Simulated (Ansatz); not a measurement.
A run for Ansatz (a quantum-chemistry and plane-wave program): R-PBE/def2-TZVPPD on C2H7IO (a complex), monomers drawn apart or pushed together. Elements past Kr take the def2 small-core potentials; no spin–orbit coupling. Files ending in .json are basis or fitting sets from the Basis Set Exchange.

Ansatz 0.2 input:
```yaml
crystal:
  periodic: [false, false, false]
  atoms:
    - {symbol: C, position_ang: [0.66407957, 0.27617476, 0.22817687]}
    - {symbol: O, position_ang: [-0.66549499, 0.28879574, 0.72999770]}
    - {symbol: H, position_ang: [1.40429290, 0.40827952, 1.02489155]}
    - {symbol: H, position_ang: [0.74869172, 1.10872802, -0.46896618]}
    - {symbol: H, position_ang: [0.88957495, -0.65115430, -0.30866484]}
    - {symbol: H, position_ang: [-0.74764998, -0.41743990, 1.38284481]}
    - {symbol: C, position_ang: [-0.24337685, 1.25176811, 5.73434267]}
    - {symbol: I, position_ang: [0.05551356, -0.85488026, 6.11193169]}
    - {symbol: H, position_ang: [-0.51251866, 1.33631032, 4.68722458]}
    - {symbol: H, position_ang: [-1.04052741, 1.58157123, 6.39009306]}
    - {symbol: H, position_ang: [0.69142461, 1.75122951, 5.96034664]}
basis:
  gaussian:
    orbitals: def2-TZVPPD.json
hamiltonian:
  xc: {name: PBE}
scf: {lower_state_search: off}
```

The log:

```
WARN ansatz: RAYON_NUM_THREADS=1 ignored (pool sized by the plan → 1); use --threads N
Functional definition: PBE
these checks for a lower state are left out or cut short: stability, starts, cluster_reference, orbital_swaps, neighbouring_geometries, increment
integrals: 0.20 GiB planned
1359 factors; their error is unknown
mean field: 1.43 GiB planned
mean field evaluation 1: about -12316.4581 eV, gradient 8.5e1 eV
mean field evaluation 2: about -12218.3098 eV, gradient 1.8e2 eV
mean field evaluation 4: about -12331.4908 eV, gradient 1.6e1 eV
mean field evaluation 8: about -12332.1764 eV, gradient 2.4e-1 eV
mean field evaluation 16: about -12332.1318 eV, gradient 1.8e-3 eV
mean field -12332.13178386 eV, -453.1974840379 hartree, gradient 3.8e-6 eV, S^2 0.000000; 0 other end points of the search recorded, 0 dependent functions left out
reference -12332.13185196 eV, -453.1974865402 hartree; 26, 26 occupied and 266, 266 virtual orbitals, 1359 factors
Total energy: -12332.13185196 eV, -453.1974865402 hartree
Checks for a lower state left out: stability, starts, cluster_reference, orbital_swaps, neighbouring_geometries, increment
```

The calculation finished and met its thresholds.

Cost: roughly 2.3 core-seconds.
